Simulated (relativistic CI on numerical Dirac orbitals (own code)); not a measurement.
## Mn+ in a cubic cluster: 2p photoemission with charge transfer

Computed with a charge-transfer multiplet model of a cubic metal-ligand cluster with up to 3 ligand holes, Slater and spin-orbit integrals from Dirac-Coulomb-Breit ions, Slater integrals scaled by 0.9. The parameters are those of a tetrahedral site (10Dq negative, t2 hopping the larger). The ground state mixes d6 with configurations of k ligand holes L, whose averages lie at kΔ + k(k − 1)U_dd/2; a core hole lowers each added d electron by U_cd. 300 K, Lorentzian 0.6 eV and Gaussian 0.8 eV FWHM.

Atomic integrals in eV (Slater integrals scaled, ζ unscaled), ground: F2dd 8.104, F4dd 4.987, zeta_d 0.031; with the core hole: F2dd 9.982, F4dd 6.207, zeta_d 0.052, zeta_core 6.792, F2cd 5.719, G1cd 4.215, G3cd 2.393.

Cluster parameters (eV): Δ = 8.1, U_dd = 6.2, U_cd = 7.3, 10Dq = -0.15, 10Dq(ligand) = 0, final-state hopping factor = 1.

```csv
Case,n_d,d6,d7L,d8L2,d9L3,S
"V(eg) = 0.8 eV, V(t2g) = -1.36 eV",6.06,0.94,0.06,0.00,0.00,2.00
"V(eg) = 1.4 eV, V(t2g) = -2.38 eV",6.16,0.85,0.15,0.01,0.00,2.00
```

Weights, n_d and S are thermal averages at 300 K. Binding energies count from the first peak over 30 % of the highest in each spectrum, which can be another peak from case to case. The parameters are a model scan and need not match a compound or its usual spin state. Peaks in eV (height, largest 100):
- V(eg) = 0.8 eV, V(t2g) = -1.36 eV: 0.0 (94), 0.8 (100), 4.0 (27), 5.2 (27), 8.2 (10), 12.0 (53), 15.4 (13)
- V(eg) = 1.4 eV, V(t2g) = -2.38 eV: 0.0 (100), 8.2 (19), 11.4 (51), 19.1 (8)

For the case V(eg) = 0.8 eV, V(t2g) = -1.36 eV, Δ = 8.1 eV is larger than U_dd = 6.2 eV, the Mott-Hubbard side of the Zaanen-Sawatzky-Allen scheme. With the core hole the average of the configuration with one ligand hole lies at Δ − U_cd = 0.8 eV before mixing: the effective hopping of about 2.5 eV (from the holes of the mixed ground state) is comparable with this gap or larger, so the configurations mix strongly.
